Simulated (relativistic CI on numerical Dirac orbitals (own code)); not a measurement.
Crystal-field levels of Nd4+, 4f2

Calculated by Dirac-Coulomb-Breit CI, separate exchange-only KLI orbitals for each configuration, model QED, valence Slater integrals scaled by 0.85, one configuration in a parametric crystal field (own radial code).

Field parameters in Wybourne normalisation. The field is a parameter set, without covalency.

S and J are read from ⟨S²⟩ = S(S + 1) and ⟨J²⟩ = J(J + 1) of each level; they are not fictitious spins.

D3d, B20 = -30, B40 = -2000, B43 = -950, B60 = -610, B63 = 650, B66 = 420 cm⁻¹, the lowest 16 levels:

| E (cm⁻¹) | Degeneracy | Irrep | S | J |
| --- | --- | --- | --- | --- |
| 0.0 | 1 | A1 | 0.97 | 4.00 |
| 61.1 | 2 | E | 0.98 | 4.00 |
| 124 | 1 | A2 | 0.97 | 4.00 |
| 218 | 2 | E | 0.98 | 4.01 |
| 547 | 1 | A1 | 0.98 | 4.00 |
| 591 | 2 | E | 0.98 | 4.00 |
| 2817 | 1 | A2 | 1.00 | 5.00 |
| 2850 | 2 | E | 1.00 | 4.99 |
| 2856 | 1 | A1 | 1.00 | 4.99 |
| 2918 | 2 | E | 1.00 | 5.00 |
| 3199 | 2 | E | 1.00 | 4.99 |
| 3236 | 1 | A2 | 1.00 | 5.00 |
| 3275 | 2 | E | 1.00 | 4.99 |
| 5498 | 1 | A1 | 1.00 | 5.97 |
| 5559 | 2 | E | 1.00 | 5.96 |
| 5624 | 1 | A2 | 1.00 | 5.97 |

D3d, B20 = -2060, B40 = 1110, B43 = 2760, B60 = 580, B63 = 60, B66 = 1010 cm⁻¹, the lowest 10 levels:

```json
{"E (cm⁻¹)": "0.0", "Degeneracy": "1", "Irrep": "A1", "S": "0.98", "J": "4.00"}
{"E (cm⁻¹)": "207", "Degeneracy": "2", "Irrep": "E", "S": "0.98", "J": "4.00"}
{"E (cm⁻¹)": "735", "Degeneracy": "2", "Irrep": "E", "S": "0.98", "J": "4.01"}
{"E (cm⁻¹)": "1136", "Degeneracy": "1", "Irrep": "A2", "S": "0.97", "J": "4.02"}
{"E (cm⁻¹)": "1156", "Degeneracy": "1", "Irrep": "A1", "S": "0.98", "J": "4.01"}
{"E (cm⁻¹)": "1397", "Degeneracy": "2", "Irrep": "E", "S": "0.97", "J": "4.01"}
{"E (cm⁻¹)": "2934", "Degeneracy": "1", "Irrep": "A2", "S": "1.00", "J": "4.97"}
{"E (cm⁻¹)": "3029", "Degeneracy": "2", "Irrep": "E", "S": "1.00", "J": "4.97"}
{"E (cm⁻¹)": "3302", "Degeneracy": "2", "Irrep": "E", "S": "1.00", "J": "4.98"}
{"E (cm⁻¹)": "3652", "Degeneracy": "1", "Irrep": "A1", "S": "1.00", "J": "4.99"}
```

D3h, B20 = 680, B40 = -630, B60 = -840, B66 = -90 cm⁻¹, the lowest 10 levels:

```tsv
E (cm⁻¹)	Degeneracy	S	J
0.0	2	0.98	4.00
72.6	1	0.97	4.00
88.0	2	0.98	4.00
95.5	1	0.97	4.00
295	2	0.98	4.00
422	1	0.97	4.00
2752	2	1.00	5.00
2831	2	1.00	5.00
2844	1	1.00	5.00
2857	1	1.00	5.00
```

The next free-ion level lies 2763 cm⁻¹ above the lowest; the field splits the ground level into components whose J stays near 4 as long as their spread is small against that gap.

Levels of this model without a field, named by their leading LS term: 3H_4 0, 3H_5 2763, 3H_6 5588, 3F_2 6549, 1G_4 8209, 3F_3 8329, 3F_4 11905, 1D_2 22476 cm⁻¹.
